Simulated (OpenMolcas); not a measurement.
4d⁶ along the 42-electron sequence

| Item | Value |
| --- | --- |
| Program | OpenMolcas 26.06 |
| Method | MS-RASPT2, IPEA 0.25 Eh, imaginary shift 0.1 Eh |
| Basis | ANO-RCC-VQZP |
| Scalar Hamiltonian | DKH2, point nucleus |
| Spin-orbit coupling | state interaction with AMFI integrals over the reference wave functions, term energies averaged over their components |

Active space for each ion: 12 electrons in 8 orbitals (RAS1 4p, at most 2 holes; RAS2 4d); closed shells correlated by CASPT2: 4s.

Computed levels in cm-1 above ⁵D₄:

| Level | Rh3+ | Pd4+ | Ag5+ |
| --- | --- | --- | --- |
| ⁵D₃ | 1573 | 2020 | 2570 |
| ⁵D₂ | 2460 | 3090 | 3840 |
| ⁵D₁ | 3050 | 3840 | 4790 |
| ⁵D₀ | 3330 | 4190 | 5220 |
| ³H₆ | 17610 | 19790 | 22130 |
| ³H₅ | 17970 | 20170 | 22520 |
| ³P₂(1) | 18040 | 20120 | 22010 |
| ³F₃(1) | 20240 | 22780 | 25350 |
| ³F₂(1) | 20960 | 23650 | 26330 |
| weight of ⁵D in the lowest level (%) | 98 | 98 | 97 |

Mixed levels, with the weight of the term that names them: Pd4+ ³F₃(1) (75 %), Ag5+ ³H₅ (75 %), Ag5+ ³F₃(1) (74 %).

Measured, with the error of the calculation in %. Measured levels: Ag5+ from the list in Gamrath, thesis, University of Mons (2023).

```tsv
Level	Ag5+
⁵D₃	2692 (-4.4)
⁵D₂	3953 (-2.7)
⁵D₁	4941 (-3.1)
⁵D₀	5380 (-3.1)
³H₆	21512 (+2.8)
³H₅	21812 (+3.2)
³P₂(1)	21042 (+4.6)
³F₃(1)	24441 (+3.7)
³F₂(1)	25306 (+4.0)
```

The fine-structure level ⁵D₀ changes by a factor of 1.57 from Rh3+ to Ag5+. Its fourth root runs 7.60, 8.05, 8.50, with steps per unit of Z of 0.45, 0.45; equal steps would mean a (Z - σ)^4 law with constant σ.

³H₆ changes by a factor of 1.26 over the same range, with steps per unit of Z of +2180, +2340 cm-1.

CASPT2 breaks the degeneracy within a term, and the mean is taken; among the terms shown or strongly mixed into the levels shown the widest spread is 680 cm-1 (4d⁶ ³H, Rh3+). Active for correlation alone: 4p; no level in the range computed is led by a configuration that opens it, so any true level of that kind is missing. Measured partners are found by configuration, term and J. A level has none where our copy of the source lacks it or the pairing is in doubt (some pairs that miss far off the trend of their configuration count as doubtful), and it then counts in no deviation. Levels of configurations outside the active space are missing.

A number in round brackets counts repeated terms of one configuration in the order of the reference energies.
